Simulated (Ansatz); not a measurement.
Gas-phase reaction in SMILES: O[Si](O)(O)Cl → O[Si](O)O + Cl atom (the Cl-Si bond at the site shown breaks; other sites are not compared here)
Geometries: B3LYP-D3(BJ)/def2-TZVP minima from Ansatz (a program for electronic structure), one conformer each, not searched for the lowest. Frequencies are from Ansatz.

Wanted: bond dissociation energy (0 K, with B3LYP-D3(BJ) harmonic zero-point energies), in kcal/mol. Correlated levels leave the core frozen unless marked. Open shells are spin-unrestricted. Spin-orbit coupling is left out. No relativistic terms. Basis-set limits of correlation are two-point, X^-3; Hartree-Fock from the larger set. The bracket is a focal-point correction in the basis named.

```tsv
level	program	bond dissociation energy (kcal/mol)
PBE0-D3(BJ)/def2-TZVPD	Ansatz + dftd3	115.9
CAM-B3LYP-D4/def2-TZVPD	Ansatz + dftd4	114.5
LC-wPBE-D4/def2-TZVPD	Ansatz + dftd4	116.1
SCS-MP2/6-31G*	Ansatz	111.2
CCSD(T)/STO-3G	Ansatz	106.2
CCSD(T)/6-31G	Ansatz	76.0
RI-MP2/CBS(aug-cc-pV(T+d)Z,aug-cc-pV(Q+d)Z)+[CCSD(T)-MP2]/aug-cc-pV(T+d)Z	Ansatz	120.1
```
